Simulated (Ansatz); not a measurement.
The cluster AlAs2⁻, relaxed as a singlet with RKS PBE-D4/def2-TZVPD in Ansatz, starting from the GFN1-xTB geometry. Force threshold 0.02 eV/Å.

The restricted singlet is unstable towards broken spin symmetry in Hartree–Fock (as tested in another run); at PBE-D4/def2-TZVPD this wasn't settled. An occupied level lies above an empty one. Another isomer (singlet) lies 1.65 eV lower at PBE0-D4/def2-TZVPD; other spin states weren't run for this one.

Start:

```xyz
3

Al    0.062    0.085   -0.025
As   -0.030    0.150    0.655
As   -0.032   -0.234   -0.630
```

Question: Estimate the energy that the relaxation releases and the steps that it takes.

Answer: 65152.2 kJ/mol, in 13 steps; 23 s on 4 threads of Arm Neoverse V1 on a shared host. No frequencies were taken in this run, so the end may be a saddle point.

Question: Does the start keep its bonding and symmetry?

Answer: Bonds lost: As2–As3 (atoms count from 1). Point group C2v at the start, C∞v at the end, both within 0.05 Å.

Question: Predict the relaxed structure.

Answer: 
```xyz
3

Al   -0.015   -0.020    0.006
As    0.011    0.668    2.197
As    0.004   -0.648   -2.203
```
Bond lengths: 2 × Al–As 2.30 Å.
